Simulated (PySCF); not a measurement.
Orbital energies, ionisation energy and electron affinity

Species: C3H10B2.
Geometry (PBE0-D3(BJ)/def2-SVP, Å), atoms numbered from 1 in this order:
```
atom  x, y, z in Å
B1    -2.5717   -0.1159   -0.4163
C2    -1.4830    0.6204    0.4041
B3    -0.1347    0.5135   -0.3949
C4     1.1158   -0.2235    0.1885
C5     2.2685   -0.5253   -0.7603
H6    -3.0040   -1.1915   -0.0654
H7    -2.9782    0.3558   -1.4546
H8    -1.3890    0.2810    1.4454
H9    -1.7177    1.7019    0.3349
H10   -0.0661    1.0602   -1.4787
H11    0.7942   -1.1253    0.7422
H12    1.4515    0.4613    0.9984
H13    3.1222   -0.9955   -0.2475
H14    1.9542   -1.2088   -1.5650
H15    2.6356    0.3921   -1.2462
```

Level: CAM-B3LYP/def2-SVPD (PySCF). Frontier orbitals with their largest atomic shares (Löwdin; up to four atoms above 4 %):

```
orbital  ε (eV)                          main atoms
 HOMO−3  -10.95  C4 18 %, C5 17 %, C2 13 %, B1 11 %
 HOMO−2  -10.58  B1 29 %, H7 18 %, C2 12 %, H6 11 %
 HOMO−1  -10.23  C2 27 %, B3 19 %, B1 16 %, H6 10 %
   HOMO   -9.93                                   ?
   LUMO   -0.60   B1 33 %, B3 22 %, C2 16 %, H6 6 %
 LUMO+1    0.86    B3 30 %, B1 28 %, C4 8 %, C2 7 %
 LUMO+2    1.25    B3 31 %, B1 26 %, C5 7 %, C4 5 %
```

Question: What vertical ionisation energy does ΔSCF give, and how far is −ε(HOMO) from it?

Answer: ΔSCF: 10.75 eV (1037 kJ/mol; threshold wavelength 115 nm); ⟨S²⟩ of the doublet left behind is 0.755, against 0.75 for a pure doublet. −ε(HOMO) is 9.93 eV, 0.82 eV below it. In exact Kohn–Sham theory the two would be equal; CAM-B3LYP (range-separated hybrid) falls short of its own ΔSCF value by 8 %.

Question: On which atoms does the HOMO lie?

Answer: C4 (sp3 carbon bound to boron) 26 %, B3 (three-coordinate boron) 23 %, C2 (sp3 carbon bound to boron) 10 %, C5 (methyl carbon) 9 %, so no atom holds as much as 40 %. The HOMO−1 lies 0.30 eV lower.

Question: And the vertical electron affinity, the fundamental gap, Mulliken's electronegativity and the hardness (with the factor ½)?

Answer: EA = -0.11 eV by ΔSCF (−ε(LUMO) = 0.60 eV); a negative value means that the added electron isn't bound at this geometry and level, and the number then depends on the basis. IE − EA = 10.86 eV against an orbital gap of 9.33 eV; (IE + EA)/2 = 5.32 eV; (IE − EA)/2 = 5.43 eV. Parr's electrophilicity index (IE + EA)²/[8(IE − EA)] is 1.30 eV.

Question: What kinetic energy would electrons from this vertical process carry with He II light (40.814 eV)?

Answer: 40.81 − 10.75 = 30.06 eV.

Question: How many of the 10 lowest singlet excitations (vertical TDDFT, same level) lie below the ionisation energy?

Answer: All 10; they run from 5.60 to 8.36 eV.

Question: With α = 66.9 au, estimate the like-pair dispersion coefficient by London's formula C6 = (3/4)α²I.

Answer: I = 0.3950 Eh, so C6 ≈ 1330 au, a rough estimate.

The structure is a single PBE0-D3(BJ)/def2-SVP conformer in the gas phase; no vibrational or solvent corrections.

The run behind these numbers computed excited states and ΔSCF ions as well. Hardware: Arm Neoverse V1, one thread, shared host with 64 logical CPUs at a one-minute load of 18. Cost: 2.2 min of wall time, 0.98 GiB resident at most.
